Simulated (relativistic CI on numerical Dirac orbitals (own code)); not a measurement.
**Slater and spin-orbit integrals, Yb63+**

Method of calculation: Dirac-Coulomb-Breit CI, KLI orbitals optimised for each configuration, QED by a radiative potential, unscaled Slater integrals (own radial code, finite nucleus).

Slater integrals F^k, G^k are unscaled and averaged over j, outside the closed core 1s2; ζ comes from projecting the Hamiltonian with its Breit term on Σ l·s of the shell.

- 2s2.2p3: F^2(2p,2p) = 1.3284e+06, ζ(2p) = 5.9567e+06 cm⁻¹; <r>(2p) = 0.0708, <r^2>(2p) = 0.006109 (bohr units).
- 2s.2p4: F^2(2p,2p) = 1.3271e+06, G^1(2s,2p) = 1.4283e+06, ζ(2p) = 5.9415e+06 cm⁻¹; <r>(2s) = 0.08019, <r^2>(2s) = 0.00763, <r>(2p) = 0.07087, <r^2>(2p) = 0.006121 (bohr units).
- 2p5: ζ(2p) = 5.9265e+06 cm⁻¹; <r>(2p) = 0.07097, <r^2>(2p) = 0.006138 (bohr units).

Averages of the first 10 configurations, taken without configuration mixing, which lowers the lowest level and can move excited configurations by several eV; other configurations of the list can lie among them:

```tsv
Configuration	Parity	States	Average energy above the lowest level (eV)
2s2.2p3	odd	20	1102.6
2s.2p4	even	30	2177.5
2p5	odd	6	3310.9
2p4.3s	even	30	11485.5
2p4.3p	odd	90	11792.3
2p4.3d	even	150	12044.9
2s2.2p2.3s	even	30	9347.2
2s2.2p2.3p	odd	90	9664.8
2s2.2p2.3d	even	150	9917.5
2s.2p3.3s	odd	80	10387.0
```
